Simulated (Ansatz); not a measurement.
Consider the cleavage of the Si–Si bond: `BC(F)[SiH2][SiH3]` + `C[O][Zn][OH]` → `C[O][Zn][O][SiH3]` + `BC(F)[SiH3]`.

Isolated molecules relaxed with PBE0-D4/def2-TZVP in Ansatz; ΔE leaves out vibrations. CCSD(T)/CBS is the MP2 limit (def2-TZVPP, def2-QZVPP) plus CCSD(T) − MP2 in def2-TZVPP, frozen cores. DFT in def2-TZVPP. B3LYP here is the variant with VWN-RPA as its local correlation; programs differ in this. For Zn outer-core shells are correlated without core-valence functions, which leaves a few kJ/mol of doubt a bond. Scalar relativity is left out up to krypton. Each species was taken in one conformer, which may not be the lowest.

```
         level  ΔE (eV)
        PBE-D4    -0.76
      B3LYP-D4    -1.08
       ωB97X-V    -1.09
MP2/def2-QZVPP    -1.18
```

**Question.** What does CCSD(T)/CBS give? (An estimate is asked.)

**Answer.** The calculation gave: -1.10 eV. The listed levels differ from it by 0.34, 0.02, 0.01, -0.08 eV.

Largest T1 diagnostic among the species: 0.017.

The D4 term adds +0.04 eV with B3LYP and +0.03 eV with PBE0; it sums over pairs of atoms, weighted by their polarisabilities, and B3LYP, whose exchange is more repulsive, gets the larger term. In def2-TZVPP, CCSD(T) changes the Hartree–Fock value by +0.41 eV (the triples alone add +0.06 eV) and MP2 by +0.35 eV. From PBE to PBE0 (25 % exact exchange), in def2-TZVPP and without D4, ΔE moves by −0.13 eV.
